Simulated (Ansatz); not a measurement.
The same path of C$_{2}$H$_{9}$NSeSi (14 atoms, charge 0, multiplicity 1) was run 3 times with different band settings. The coordinate that changes most is the height of N3 over the plane of its neighbours.

Method: RKS PBE0-D4/def2-SVP (Ansatz 0.2.0).

Relaxed end points:

```xyz
14
Properties=species:S:1:pos:R:3
C -1.504 0.144 0.106
C -0.325 -0.777 0.323
N -0.618 -1.790 1.269
Se 1.323 0.302 0.891
Si 1.740 1.342 -1.081
H -1.293 0.903 -0.661
H -1.763 0.673 1.036
H -2.375 -0.450 -0.214
H -0.010 -1.243 -0.623
H 0.157 -2.432 1.410
H -0.894 -1.409 2.171
H 1.583 0.365 -2.205
H 0.821 2.493 -1.349
H 3.144 1.848 -1.045
```

```xyz
14
Properties=species:S:1:pos:R:3
C -1.550 0.239 0.309
C -0.298 -0.606 0.401
N -0.429 -1.594 1.434
Se 1.283 0.503 0.920
Si 1.811 1.238 -1.165
H -1.444 1.039 -0.437
H -1.774 0.694 1.285
H -2.408 -0.389 0.011
H -0.048 -1.013 -0.599
H 0.317 -2.284 1.393
H -1.321 -2.080 1.360
H 1.991 0.089 -2.107
H 0.766 2.140 -1.742
H 3.091 1.994 -1.036
```

Common settings: spring 5.0 eV/Å²; optimiser quadratic models (default); force threshold 0.05 eV/Å; end points relaxed.

| run | movable images | climbing image | start path | iteration limit |
| --- | --- | --- | --- | --- |
| 1 | 9 | yes | through a guess of the saddle point | 19 |
| 2 | 6 | no | through a guess of the saddle point | 24 |
| 3 | 9 | yes | straight line | 21 |

**Question.** What does each run give, and how far can it be trusted?

**Answer.** Run 1: converged after 12 iterations, highest image 0.192 eV above the first end. A vibrational analysis at the climbing image gives one clearly imaginary mode, 376i cm⁻¹: a first-order saddle point.
Run 2: converged after 16 iterations, highest image 0.180 eV above the first end. No image climbed, so the highest image needn't sit at the top of the path.
Run 3: converged after 8 iterations, highest image 0.189 eV above the first end. Another band between the same ends (9 images) ends at a top of the same energy, where a vibrational analysis finds 1 clearly imaginary mode.
